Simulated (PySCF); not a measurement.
C$_{4}$H$_{5}$ (SMILES C=[C-]C=C), charge -1, singlet, geometry from GFN2-xTB (in this run its highest filled SCF level lies above zero, so its values depend strongly on the basis, on diffuse functions most of all). Base run: TPSS/STO-3G (PySCF).

The PySCF input:
```python
from pyscf import gto, scf, dft

mol = gto.M(
    atom='''
C     0.76645133    1.62723698   -0.19087568
C     0.33080987    0.56287287    0.44523206
C    -0.60896898   -0.43372010    0.22910579
C    -0.43870256   -1.68366723   -0.29033372
H     1.53672716    2.27906179    0.23761440
H     0.43083746    1.98728515   -1.19064969
H    -1.56107635   -0.26445325    0.75451594
H     0.47603405   -1.97154968   -0.79242160
H    -1.18006039   -2.46667903   -0.16782972
''',
    basis='sto-3g',
    charge=-1,
    verbose=4,
)

mf = dft.RKS(mol)
mf.xc = 'tpss'
mf.kernel()
```

Each row names what was changed in the base input (with any setting that the change needs).

```csv
change,E (Eh),HOMO (eV),HOMO-LUMO gap (eV),core-seconds (rough),outcome
base,-153.35552,6.37,4.21,6,converged
functional = b3lyp; dispersion = d3bjm,-153.29837,5.55,5.86,4,converged
functional = blyp; dispersion = d3zero,-153.19526,6.60,3.97,3,converged
functional = mn12l,-152.67586,6.19,5.07,5,converged
functional = r2scan,-153.20446,6.28,4.44,5,converged
functional = b97-1,-153.24570,5.60,5.98,4,converged
functional = pbe0; dispersion = d4,-153.11153,5.44,6.32,4,converged
functional = mn15,-152.35890,4.67,7.57,4,converged
functional = b3lyp; dispersion = d3bj,-153.29591,5.55,5.86,4,converged
functional = pbe; dispersion = d3zero,-153.08338,6.56,3.93,4,converged
functional = b97m_v,-,-,-,-,cut at the time limit
functional = bp86,-153.29394,6.44,3.96,3,converged
functional = tpssh,-153.33777,5.94,5.15,6,converged
```

Absolute energies of different levels of theory aren't comparable as measures of quality.
